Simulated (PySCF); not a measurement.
Problem. Give a GFN2-xTB geometry of TMS (`C[Si](C)(C)C`).

Solution. 
```xyz
17
C4H12Si angstrom
C     -0.4066   -1.2134   -1.4194
Si    -0.0012   -0.0007   -0.0018
C      0.0081    1.7855   -0.6754
C     -1.3198   -0.1549    1.3703
C      1.7161   -0.4155    0.7216
H     -1.3797   -1.0036   -1.8532
H     -0.4187   -2.2416   -1.0702
H      0.3270   -1.1480   -2.2173
H      0.2425    2.5019    0.1064
H     -0.9581    2.0579   -1.0892
H      0.7465    1.9077   -1.4621
H     -2.3121    0.0753    0.9941
H     -1.3509   -1.1605    1.7791
H     -1.1170    0.5258    2.1917
H      1.7463   -1.4264    1.1171
H      2.4931   -0.3368   -0.0328
H      1.9775    0.2592    1.5312
```

Orientation and origin are arbitrary. Atoms count from 1 in this order. All 4 C–Si bonds measure 1.909 Å. Si2 (four-coordinate silicon) is tetrahedral (angles from 109.4° to 109.6°).

Bonds between heavy atoms (Å): C1–Si2 1.909, Si2–C3 1.909, Si2–C4 1.909, Si2–C5 1.909.

Computed geometry: GFN2-xTB, gas phase.

Point group: Td (every atom within 0.08 Å of its image). Stationary, but not proved a minimum.
